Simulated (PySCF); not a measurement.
In: excitation energy

In [Kr] 4d10 5s2 5p1 (2P) → In [Kr] 4d10 5s1 5p1 6s1 (4P), as a difference of total energies. All numbers are calculated (PySCF 2.14, scalar relativity through the core potential, in aug-cc-pVTZ-PP with one added diffuse shell each of d, f type with ECP28MDF (6s5p5d3f, 67 functions)). Correlated levels: valence: 4s2 4p6 4d10 frozen. The calculations carry no spin-orbit coupling.

```
           method  excitation energy (cm⁻¹)
              UHF                     53458
              LDA                     69849
              PBE                     66952
             PBE0                     64909
           r2SCAN                     65810
             BLYP                     69345
             PW91                     67334
          LC-wPBE                     63730
           revPBE                     65907
    MP2 (valence)                     58833
SCS-MP2 (valence)                     60565
```

The upper state lies above the first ionisation limit, but in LS coupling its spin forbids autoionisation to the ground ion; at this Z spin-orbit coupling breaks that rule. A Rydberg-like electron needs more diffuse functions than a valence basis has.

The promoted electron is Rydberg-like, and one or two diffuse shells describe it only roughly, which tends to raise the upper state.
